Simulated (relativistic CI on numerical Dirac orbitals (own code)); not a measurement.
Tb⁺: sensitivity of the levels to the model

Base calculation: Dirac-Coulomb-Breit CI, KLI orbitals optimised for each configuration, QED by a radiative potential, valence Slater integrals scaled by 0.85, P86 correlation energy added to each configuration.

CI space (outside the closed core [Xe]): 4f9 6s, 4f9 6p, 4f8 6s2, 4f9 7s, 4f9 8s. The list is cut by size and lacks configurations that can hold low levels.

Variants: (1) self-excluded LDA correlation estimate; (2) Slater integrals left unscaled; (3) Breit term removed; (4) only the first 3 configurations. Shifts of the energy above 4f8 6s2 7F_6, in cm⁻¹, for the lowest level and the first level of each name with at least 55 % of one term (blank where a level changes its place among those of its configuration and J or its character, or is not in the variant):

```csv
Level,Base,Δ(1),Δ(2),Δ(3),Δ(4)
4f8 6s2 7F_6,0.0,0.0,0.0,0.0,0.0
4f8 6s2 7F_5,2057.6,0.0,-46.1,+74.8,0.0
4f8 6s2 7F_4,3288.0,0.0,+10.8,+62.1,0.0
4f8 6s2 7F_3,4261.8,0.0,+19.1,+72.7,0.0
4f8 6s2 7F_2,4943.4,0.0,+32.9,+72.9,0.0
4f8 6s2 7F_1,5396.4,0.0,+35.6,+76.3,0.0
4f8 6s2 7F_0,5617.4,0.0,+38.2,+77.0,0.0
4f9 6s 7H°_8,6954.2,-514.3,+3217.3,+873.3,+7.9
4f9 6s 5H°_7,8301.8,-512.5,+3404.9,+880.2,+48.4
4f9 6s 7H°_7,10171.7,-513.2,+3306.9,+990.8,+31.3
4f9 6s 7H°_6,10770.4,-513.4,+3274.0,+1007.3,+26.7
4f9 6s 7H°_5,12434.7,-513.9,+3278.9,+1039.7,+17.2
4f9 6s 5H°_6,12525.8,-512.4,+3447.3,+1020.3,+49.8
4f9 6s 7H°_4,13703.7,-514.1,+3291.3,+1060.9,+11.8
4f9 6s 5H°_5,14354.3,-512.1,+3533.8,+1041.1,+57.8
4f9 6s 7F°_6,14493.1,-514.3,+4154.8,+873.9,+7.7
4f9 6s 7H°_3,14670.6,-514.3,+3300.7,+1078.3,+8.4
4f9 6s 7F°_5,15343.7,-514.0,+4273.7,+837.2,+13.0
4f9 6s 7H°_2,15367.6,-514.3,+3310.3,+1088.1,+6.4
4f9 6s 5H°_4,15787.8,-511.8,+3583.3,+1069.6,+62.4
4f9 6s 5F°_5,16348.3,-511.7,+4508.0,+845.2,+65.8
4f9 6s 7F°_4,16433.4,-513.6,+4347.6,+837.0,+23.5
```

For a near-neutral ion this model can misplace configurations by up to about 10,000 cm⁻¹ (more where the count of f electrons changes) and terms by 10 to 25 % of their spread. Rates follow the energies as ν³ (E1, M1) or ν⁵ (E2), so they and the lifetimes can be off by large factors. The fine structure of a lone outer electron comes out too small, for d and f at times inverted, and misplaced configurations move strength between like terms. 4 of the 21 excited levels that our extract of the measured tables holds in this range could be paired (the sources list more); they are missed by 2855 cm⁻¹ on average and 3062 at most, and levels without a partner can miss by more. Some levels of the ground configuration have no partner and can miss by 10 % or more. The computed lowest level isn't the tabulated ground level, which NIST ASD gives as 4f9 (6H*<15/2>) 6s<1/2> (15/2,1/2)°8.

Ionisation energy from the two ground configurations alone: base 11.09 eV; self-excluded LDA correlation estimate 11.22 eV; Slater integrals left unscaled 11.1 eV; Breit term removed 11.1 eV. The NIST ASD value (semi-empirical) is 11.513 eV. The gap of more than 2 % comes from missing correlation, or from a tabulated value that is itself an estimate.

LS names give the leading component of a level, which can be under half, so a name can repeat, a term be missing and a line seem to break the LS rules.
